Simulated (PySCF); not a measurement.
Excitation energy of Si²⁺ by level of theory

Si²⁺ [Ne] 3s2 (1S) → Si²⁺ [Ne] 3s1 3d1, s spin flipped, as a difference of total energies. Calculation: PySCF 2.14, in dyall-acv3z; the spin-free X2C one-electron Hamiltonian (Gaussian nucleus). Correlated levels: valence: [Ne] frozen; virtual orbitals above 40 to 60 times the deepest correlated orbital energy dropped. The calculations carry no spin-orbit coupling.

```json
{"method": "UHF", "excitation energy (eV)": "17.403"}
{"method": "MP2 (valence)", "excitation energy (eV)": "17.652"}
{"method": "SCS-MP2 (valence)", "excitation energy (eV)": "17.702"}
```

Q: How much does correlation contribute at MP2 (valence)?

A: 17.652 − (17.403) = 0.249 eV, measured against UHF.

The upper determinant mixes two multiplicities, so it lies between the two terms.

The promoted electron is Rydberg-like, and one or two diffuse shells describe it only roughly, which tends to raise the upper state.

The coupled-cluster amplitudes are large for the upper state (T1 above 0.03 or a double amplitude above 0.15), so a single reference is strained.
